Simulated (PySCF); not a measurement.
H₄BrClSi₂, SMILES Cl[SiH2][SiH2]Br, CAM-B3LYP/def2-SVP optimised geometry.

```
8

Cl     1.81    -2.06     0.00
Si     1.19    -0.08     0.00
Si    -1.15    -0.08     0.00
Br    -1.81     2.06     0.00
H      1.72     0.59     1.21
H      1.72     0.59    -1.21
H     -1.70    -0.74    -1.21
H     -1.69    -0.74     1.21
```

Density from PySCF 2.14.0 with CAM-B3LYP/def2-TZVP at that geometry.

Minimum of the electron density along straight lines between bonded atoms, close to the bond critical point (lines longer than 1.1 times the sum of covalent radii, or with two minima, are not listed):

```json
[
 {"bond": "Cl1–Si2", "length / Å": "2.079", "ρ at the minimum / e bohr⁻³": "0.095", "∇²ρ there / e bohr⁻⁵": "0.19", "position (fraction from the first atom)": "0.64"},
 {"bond": "Si2–Si3", "length / Å": "2.338", "ρ at the minimum / e bohr⁻³": "0.100", "∇²ρ there / e bohr⁻⁵": "-0.19", "position (fraction from the first atom)": "0.50"},
 {"bond": "Si3–Br4", "length / Å": "2.240", "ρ at the minimum / e bohr⁻³": "?", "∇²ρ there / e bohr⁻⁵": "?", "position (fraction from the first atom)": "0.35"},
 {"bond": "Si2–H5", "length / Å": "1.485", "ρ at the minimum / e bohr⁻³": "0.124", "∇²ρ there / e bohr⁻⁵": "0.13", "position (fraction from the first atom)": "0.49"},
 {"bond": "Si2–H6", "length / Å": "1.485", "ρ at the minimum / e bohr⁻³": "0.124", "∇²ρ there / e bohr⁻⁵": "0.13", "position (fraction from the first atom)": "0.49"},
 {"bond": "Si3–H7", "length / Å": "1.485", "ρ at the minimum / e bohr⁻³": "0.124", "∇²ρ there / e bohr⁻⁵": "0.13", "position (fraction from the first atom)": "0.49"},
 {"bond": "Si3–H8", "length / Å": "1.485", "ρ at the minimum / e bohr⁻³": "0.124", "∇²ρ there / e bohr⁻⁵": "0.13", "position (fraction from the first atom)": "0.49"}
]
```

What belongs in the gaps?


- Si3–Br4, ρ at the minimum / e bohr⁻³: 0.086
- Si3–Br4, ∇²ρ there / e bohr⁻⁵: 0.06
